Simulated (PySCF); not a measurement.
## Ti+ (titanium, charge +1): r2SCAN calculation

Configuration: [Ar] 3d2 4s1, high-spin 4F determinant. Computed with PySCF 2.14 in aug-cc-pVDZ-DK, with the spin-free X2C one-electron Hamiltonian (Gaussian nucleus).

```
Total energy                        : -853.430 hartree
One-electron energy                 : -1162.583 hartree
Hartree (Coulomb) energy            : 351.305 hartree
Exchange-correlation energy         : -42.152 hartree
⟨S²⟩                                : 3.7508
⟨L²⟩                                : 12.008
Sum of ⟨r⟩                          : 17.21 bohr
Sum of ⟨r²⟩                         : 28.59 bohr²
Langevin diamagnetic susceptibility : -22.6 ×10⁻⁶ cm³/mol
```

| shell | electrons | mean orbital energy (eV) | spread (eV) | rms radius, mean of both spins (bohr) |
| --- | --- | --- | --- | --- |
| 1s α | 1 | -4893.3 | 0 | 0.0804 |
| 1s β | 1 | -4893.3 | 0 | 0.0804 |
| 2s α | 1 | -551.86 | 0 | 0.352 |
| 2s β | 1 | -551.13 | 0 | 0.352 |
| 2p α | 3 | -456.70 | 0 | 0.321 |
| 2p β | 3 | -456.12 | 0 | 0.321 |
| 3s α | 1 | -72.722 | 0 | 1.08 |
| 3s β | 1 | -70.728 | 0 | 1.08 |
| 3p α | 3 | -47.983 | 0.000 | 1.18 |
| 3p β | 3 | -45.849 | 0 | 1.18 |
| 3d α | 2 | -13.021 | 0.004 | 1.69 |
| 4s α | 1 | -11.015 | 0 | 3.35 |

Densities and radii are taken from the X2C orbitals without a picture-change correction, which distorts them close to the nucleus.
